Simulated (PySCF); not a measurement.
Isomers of C6H11PS. Level of theory: PySCF 2.14.0, PBE0-D3(BJ)/def2-SVP geometry optimisation, gas phase. Energies are electronic, without zero-point or thermal terms, for one conformer each. No frequencies were run at this level. Point groups hold within 0.08 Å.

Question: Rank from lowest to highest electronic energy at this level (kcal/mol).
A. `[CH3:1][C:2]1=[CH:3][CH2:4][P@:5]([CH3:6])(=[S:7])[CH2:8]1` with C2–C3–C4–P5 -16°, C3–C4–P5–C6 -84°, C4–P5–C8–C2 -21°, C1–C2–C8–P5 -165°
B. `[CH3:1][S:2][CH2:3][P:4]=[C:5]=[C:6]([CH3:7])[CH3:8]` with C1–S2–C3–P4 71°, S2–C3–P4–C5 -102°
C. `S=[P@]12CC[C@H](CC1)C2`

Answer: C (0.0), A (10.8), B (69.7).

As drawn, the highest has cumulated double bonds and a C=C bond outside aromatic rings, which the lowest lacks.

```tsv
SMILES	E (Eh)	E rel (kcal/mol)	dipole (D)	point group	A, B, C (MHz)
S=[P@]12CC[C@H](CC1)C2	-973.91763	0.0	4.93	Cs	2789, 1176, 1060
CC1=CC[P@](C)(=S)C1	-973.90040	10.8	4.89	C1	2794, 902.7, 884.1
CSCP=C=C(C)C	-973.80661	69.7	3.06	C1	2318, 742.9, 624.4
```

Question: How do the relative energies change in single points at PBE0/pcSseg-1 (no added dispersion term) on the same geometries?

Answer: 
```
                SMILES  PBE0-D3(BJ)/def2-SVP (kcal/mol)  PBE0/pcSseg-1 (kcal/mol)  shift
S=[P@]12CC[C@H](CC1)C2                              0.0                       0.0    0.0
   CC1=CC[P@](C)(=S)C1                             10.8                       8.2   -2.6
          CSCP=C=C(C)C                             69.7                      65.1   -4.6
```

Each column counts from its own lowest isomer. The order is unchanged; the largest shift is 4.6 kcal/mol.
